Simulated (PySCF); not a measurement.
BiBr3 (SMILES [Br][Bi]([Br])[Br]), singlet, at a GFN2-xTB geometry (such geometries of metal compounds can be far from the true shape) (core potentials on Bi). Base run: DF-PBE/def2-SVP in PySCF.

PySCF was given this input:
```python
from pyscf import gto, scf, dft

mol = gto.M(
    atom='''
Bi    0.00161438    0.00205729    0.76455345
Br   -1.68714961   -1.43917361   -0.59693332
Br   -0.40330196    2.17716175   -0.60937517
Br    2.08662318   -0.74286685   -0.60677541
''',
    basis='def2-svp',
    ecp={'Bi': 'def2-svp'},
    verbose=5,
)

mf = dft.RKS(mol)
mf.xc = 'pbe'
mf = mf.density_fit(auxbasis='def2-universal-jkfit')
mf.kernel()
```

Each row names what was changed in the base input (with any setting that the change needs).

```csv
change,basis functions,E (Eh),HOMO (eV),HOMO-LUMO gap (eV),dipole (D),outcome
base,122,-7935.17243,-6.81,3.77,3.63,converged
basis = ANO-RCC-VDZP; relativity = spin-free X2C (without ecp={'Bi': 'def2-svp'}; without mf = mf.density_fit(auxbasis='def2-universal-jkfit')),149,-29358.31197,-7.01,3.66,3.60,converged
basis = ANO-RCC-VDZP; relativity = none (without ecp={'Bi': 'def2-svp'}; without mf = mf.density_fit(auxbasis='def2-universal-jkfit')),-,-,-,-,-,cut at the time limit
basis = ANO-RCC-VDZP; relativity = spin-free X2C; nucleus = Gaussian (with nucmod='G'; without ecp={'Bi': 'def2-svp'}; without mf = mf.density_fit(auxbasis='def2-universal-jkfit')),-,-,-,-,-,cut at the time limit
basis = Sapporo-DKH3-DZP-2012; relativity = none (without ecp={'Bi': 'def2-svp'}; without mf = mf.density_fit(auxbasis='def2-universal-jkfit')),202,-24794.52059,-5.27,0.78,0.65,converged
basis = Sapporo-DKH3-DZP-2012; relativity = spin-free X2C; nucleus = Gaussian (with nucmod='G'; without ecp={'Bi': 'def2-svp'}; without mf = mf.density_fit(auxbasis='def2-universal-jkfit')),202,-29351.58969,-6.98,3.69,3.60,converged
basis = Sapporo-DKH3-DZP-2012; relativity = spin-free X2C (without ecp={'Bi': 'def2-svp'}; without mf = mf.density_fit(auxbasis='def2-universal-jkfit')),202,-29355.57634,-6.98,3.69,3.60,converged
```

Absolute energies of different levels of theory aren't comparable as measures of quality.

Basis sets contracted for a relativistic Hamiltonian are a mismatch without it, so the rows without relativity aren't non-relativistic limits. No row has spin-orbit coupling; sets with core potentials leave out the core electrons.
